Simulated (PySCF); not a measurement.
SMILES C(COC)O[SiH3] (C3H10O2Si), singlet, GFN2-xTB optimised geometry.

```
16

C      1.65     1.42    -0.75
O      1.02     0.93     0.41
C      1.47    -0.33     0.84
C      0.90    -1.47     0.00
O     -0.49    -1.47     0.00
Si    -1.52    -0.21     0.00
H      1.25     2.43    -0.91
H      2.73     1.48    -0.61
H      1.43     0.81    -1.63
H      2.57    -0.37     0.83
H      1.11    -0.43     1.86
H      1.26    -1.39    -1.03
H      1.24    -2.43     0.41
H     -1.51     0.56     1.24
H     -2.73    -1.01    -0.13
H     -1.33     0.67    -1.15
```

Density from PySCF with PBE0/def2-TZVP at that geometry.

Minimum of the electron density along straight lines between bonded atoms, close to the bond critical point (lines longer than 1.1 times the sum of covalent radii, or with two minima, are not listed):

| bond | length / Å | ρ at the minimum / e bohr⁻³ | ∇²ρ there / e bohr⁻⁵ | position (fraction from the first atom) |
|---|---|---|---|---|
| C1–O2 | 1.407 | 0.264 | -0.56 | 0.35 |
| O2–C3 | 1.404 | 0.267 | -0.56 | 0.65 |
| C3–C4 | 1.531 | 0.255 | -0.66 | 0.50 |
| C4–O5 | 1.385 | 0.272 | -0.50 | 0.34 |
| O5–Si6 | 1.627 | 0.140 | 0.91 | 0.59 |
| C1–H7 | 1.088 | 0.287 | -1.03 | 0.65 |
| C1–H8 | 1.097 | 0.280 | -0.97 | 0.64 |
| C1–H9 | 1.095 | 0.282 | -0.99 | 0.64 |
| C3–H10 | 1.099 | 0.280 | -0.97 | 0.64 |
| C3–H11 | 1.093 | 0.286 | -1.02 | 0.65 |
| C4–H12 | 1.099 | 0.281 | -0.98 | 0.64 |
| C4–H13 | 1.096 | 0.283 | -1.00 | 0.65 |
| Si6–H14 | 1.461 | 0.127 | 0.18 | 0.49 |
| Si6–H15 | 1.459 | 0.127 | 0.19 | 0.49 |
| Si6–H16 | 1.465 | 0.125 | 0.18 | 0.49 |
